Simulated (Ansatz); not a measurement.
Species: AlF2I, SMILES `[Al]([I])([F])[F]` (charge 0, multiplicity 1), formula AlF$_{2}$I.

### Question
How many basis functions does frozen-core CCSD(T)/def2-TZVPP // B3LYP-D3(BJ)/def2-TZVP (Ansatz, a quantum-chemistry and plane-wave program) use, how many core orbitals are frozen, and how many electrons are correlated?

### Answer
154 basis functions and 11 frozen orbitals, which leaves 34 correlated electrons (filled d shells below the valence shell are correlated). Core time is of the order of seconds.
